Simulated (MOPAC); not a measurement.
Input file for MOPAC: AM1 on H3NOSi (SMILES N[Si]O), a point of a torsion scan.

```
AM1 1SCF PRECISE CHARGE=0 THREADS=1
H3NOSi

N     -0.98347335 1    -0.09997742 1     0.14759065 1
Si     0.33490334 1    -1.04955350 1     0.67528639 1
O      1.51493169 1    -0.19610603 1    -0.12011801 1
H     -1.91586973 1    -0.18935838 1     0.51130415 1
H     -0.86961203 1     0.71049331 1    -0.44697965 1
H      2.31468898 1    -0.60877313 1    -0.42449401 1
```

Program output:

```
*******************************************************************************
 **                                                                           **
 **                              MOPAC v23.2.5                                **
 **                                                                           **
 *******************************************************************************
 ** MOPAC's Digital Object Identifier: https://doi.org/10.5281/zenodo.6511958 **
 **                                                                           **
 ** Please cite the open-source release paper for use of this MOPAC version:  **
 ** J. E. Moussa and J. J. P. Stewart (2026)                                  **
 ** MOPAC: An open-source semiempirical molecular orbital program             **
 ** J. Open Source Softw., 11(119), 8025, https://doi.org/10.21105/joss.08025 **
 *******************************************************************************

                              AM1 CALCULATION RESULTS

 *******************************************************************************
 *  AM1        - The AM1 Hamiltonian to be used
 *
 *
 *
 *                 CHARGE ON SYSTEM = 0
 *
 *
 *
 *  PRECISE    - TIGHTER CRITERIA TO BE USED
 *  1SCF       - DO 1 SCF AND THEN STOP
 *  THREADS=1  - MULTI-THREADING NOT USED
 *  T=         - A TIME OF 172800.0 SECONDS REQUESTED
 *  DUMP=N     - RESTART FILE WRITTEN EVERY 7200.0 SECONDS REQUESTED
 *******************************************************************************
AM1 1SCF PRECISE CHARGE=0 THREADS=1
 H3NOSi

   ATOM   CHEMICAL          X               Y               Z
  NUMBER   SYMBOL      (ANGSTROMS)     (ANGSTROMS)     (ANGSTROMS)

     1       N         -0.98347335  *  -0.09997742  *   0.14759065  *
     2      Si          0.33490334  *  -1.04955350  *   0.67528639  *
     3       O          1.51493169  *  -0.19610603  *  -0.12011801  *
     4       H         -1.91586973  *  -0.18935838  *   0.51130415  *
     5       H         -0.86961203  *   0.71049331  *  -0.44697965  *
     6       H          2.31468898  *  -0.60877313  *  -0.42449401  *



          CARTESIAN COORDINATES

    NO.       ATOM           X           Y           Z

     1         N         -0.9835     -0.1000      0.1476
     2        Si          0.3349     -1.0496      0.6753
     3         O          1.5149     -0.1961     -0.1201
     4         H         -1.9159     -0.1894      0.5113
     5         H         -0.8696      0.7105     -0.4470
     6         H          2.3147     -0.6088     -0.4245

  H: (AM1): M.J.S. DEWAR ET AL, J. AM. CHEM. SOC. 107 3902-3909 (1985)
  N: (AM1): M.J.S. DEWAR ET AL, J. AM. CHEM. SOC. 107 3902-3909 (1985)
  O: (AM1): M.J.S. DEWAR ET AL, J. AM. CHEM. SOC. 107 3902-3909 (1985)
 Si: (AM1): M.J.S.DEWAR, C. JIE, ORGANOMETALLICS, 6, 1486-1490 (1987).

           Empirical Formula: H3 N O Si  =     6 atoms



      MOLECULAR POINT GROUP   :   C1


      RHF CALCULATION, NO. OF DOUBLY OCCUPIED LEVELS = 9


 -------------------------------------------------------------------------------
 AM1 1SCF PRECISE CHARGE=0 THREADS=1
 H3NOSi



     1SCF WAS SPECIFIED, SO BFGS WAS NOT USED
     SCF FIELD WAS ACHIEVED


                              AM1 CALCULATION
                                                       MOPAC v23.2.5 Linux




          FINAL HEAT OF FORMATION =        -61.72165 KCAL/MOL =    -258.24337 KJ/MOL


          COSMO AREA              =         96.13 SQUARE ANGSTROMS
          COSMO VOLUME            =         82.56 CUBIC ANGSTROMS

          IONIZATION POTENTIAL    =          7.302211 EV
          HOMO LUMO ENERGIES (EV) =         -7.302  0.393
          NO. OF FILLED LEVELS    =          9
          MOLECULAR WEIGHT        =         61.1153         POINT GROUP:  C1

          MOLECULAR DIMENSIONS (Angstroms)

            Atom       Atom       Distance
            H     6    H     4     4.35307
            H     5   Si     2     2.14486
            N     1    O     3     0.30719


          SCF CALCULATIONS        =          1





   ATOM   CHEMICAL          X               Y               Z
  NUMBER   SYMBOL      (ANGSTROMS)     (ANGSTROMS)     (ANGSTROMS)

     1       N         -0.98347335  *  -0.09997742  *   0.14759065  *
     2      Si          0.33490334  *  -1.04955350  *   0.67528639  *
     3       O          1.51493169  *  -0.19610603  *  -0.12011801  *
     4       H         -1.91586973  *  -0.18935838  *   0.51130415  *
     5       H         -0.86961203  *   0.71049331  *  -0.44697965  *
     6       H          2.31468898  *  -0.60877313  *  -0.42449401  *

                             CARTESIAN COORDINATES

   1    N       -0.983473350    -0.099977420     0.147590650
   2   Si        0.334903340    -1.049553500     0.675286390
   3    O        1.514931690    -0.196106030    -0.120118010
   4    H       -1.915869730    -0.189358380     0.511304150
   5    H       -0.869612030     0.710493310    -0.446979650
   6    H        2.314688980    -0.608773130    -0.424494010


           Empirical Formula: H3 N O Si  =     6 atoms



      MOLECULAR POINT GROUP   :   C1


                  EIGENVALUES
 -36.04047 -32.05070 -18.54674 -16.34987 -15.09865 -13.89042 -13.11781 -10.60425
  -7.30221   0.39316   1.94831   2.72259   5.21638   5.98245   6.33032


              NET ATOMIC CHARGES AND DIPOLE CONTRIBUTIONS

  ATOM NO.   TYPE          CHARGE      No. of ELECS.   s-Pop       p-Pop
    1          N          -0.652250        5.6523     1.52895     4.12330
    2         Si           0.677438        3.3226     1.41667     1.90589
    3          O          -0.644250        6.6442     1.83116     4.81309
    4          H           0.191321        0.8087     0.80868
    5          H           0.177939        0.8221     0.82206
    6          H           0.249802        0.7502     0.75020
 DIPOLE           X         Y         Z       TOTAL
 POINT-CHG.    -0.244    -2.792     1.685     3.270
 HYBRID        -0.059     3.280    -2.417     4.075
 SUM           -0.303     0.488    -0.732     0.930


          ATOMIC ORBITAL ELECTRON POPULATIONS

     Atom    s        px        py        pz
    1  N   1.52895   1.22066   1.39111   1.51153
    2 Si   1.41667   0.44273   0.84083   0.62233
    3  O   1.83116   1.39349   1.64921   1.77039
    4  H   0.80868
    5  H   0.82206
    6  H   0.75020

 **********************
 *                    *
 * JOB ENDED NORMALLY *
 *                    *
 **********************




 == MOPAC DONE ==
```

The run finished.

Cost: very roughly 0.010 core-seconds.
